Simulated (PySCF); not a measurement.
Species: C₂H₁₂AlNOSi.
Structure used (PBE0-D3(BJ)/def2-SVP), in Å, numbered top down from 1:
```
atom  x, y, z in Å
C1    -2.1847   -1.8792   -0.4803
O2    -1.7208   -0.6421   -0.0759
Al3   -0.5496    0.4803   -0.7051
N4    -0.6071    1.6029    1.0036
C5     1.3039   -0.2143   -0.8580
Si6    2.4428    0.2959    0.5152
H7    -2.8383   -2.3239    0.2933
H8    -1.3687   -2.6092   -0.6631
H9    -2.7846   -1.8290   -1.4117
H10   -1.0501    1.5455   -1.7944
H11    0.1673    2.2532    1.1477
H12   -0.6326    0.9571    1.7955
H13   -1.4760    2.1385    1.0230
H14    1.7445    0.1037   -1.8193
H15    1.2585   -1.3187   -0.8698
H16    3.8538   -0.2010    0.4280
H17    2.5263    1.7978    0.6105
H18    1.9066   -0.1516    1.8481
```

Level of theory: core-valence-separated Tamm–Dancoff BHandHLYP/aug-pcX-1 (pcseg-1 on H, def2-SVPD on Si, def2-SVPD on Al) in PySCF, non-relativistic, gas phase, PBE0-D3(BJ)/def2-SVP geometry. No empirical shift is added; at this level the pattern usually sits a few eV under experiment.

The lowest roots of each edge with f over 0.003 (five at most, numbered afresh; weaker and dark ones are left out), with transition dipoles (au) in the frame of the coordinates:

| root | edge | E (eV) | f | μx | μy | μz |
| --- | --- | --- | --- | --- | --- | --- |
| 1 | C | 285.16 | 0.0275 | -0.0209 | -0.0489 | 0.0332 |
| 2 | C | 285.33 | 0.0292 | 0.0185 | 0.0276 | 0.0554 |
| 3 | C | 285.48 | 0.0064 | 0.0276 | 0.0032 | 0.0120 |
| 4 | C | 286.14 | 0.0066 | -0.0262 | 0.0152 | -0.0054 |
| 5 | C | 286.35 | 0.0126 | -0.0127 | -0.0391 | -0.0101 |
| 6 | N | 400.39 | 0.0105 | -0.0058 | 0.0212 | 0.0242 |
| 7 | N | 401.51 | 0.0421 | -0.0650 | -0.0048 | -0.0057 |
| 8 | N | 401.60 | 0.0420 | 0.0004 | -0.0544 | 0.0362 |
| 9 | N | 403.31 | 0.0075 | -0.0004 | 0.0145 | 0.0234 |
| 10 | N | 403.92 | 0.0049 | -0.0095 | 0.0103 | 0.0171 |
| 11 | O | 532.16 | 0.0053 | 0.0072 | 0.0012 | -0.0188 |
| 12 | O | 532.73 | 0.0067 | 0.0096 | 0.0144 | 0.0147 |
| 13 | O | 532.98 | 0.0077 | -0.0115 | 0.0214 | -0.0010 |
| 14 | O | 533.59 | 0.0036 | 0.0109 | 0.0119 | -0.0041 |

Q: Molecules are fixed in this frame and the field points along z. What effective strengths 3 f cos²θ do the roots have (θ between field and μ)?

A: root 1 (C5): 0.023, root 2 (C5): 0.064, root 3 (C5): 0.003, root 4 (C5): 0.001, root 5 (C1): 0.002, root 6 (N4): 0.017, root 7 (N4): 0.001, root 8 (N4): 0.039, root 9 (N4): 0.016, root 10 (N4): 0.009, root 11 (O2): 0.014, root 12 (O2): 0.008, root 13 (O2): 0.000, root 14 (O2): 0.001. Root 2 is the strongest. Averaged over all orientations cos²θ is 1/3, which gives f back.

The run took about 50 s of CPU time (one thread, shared machine).

One conformer stands for the species.
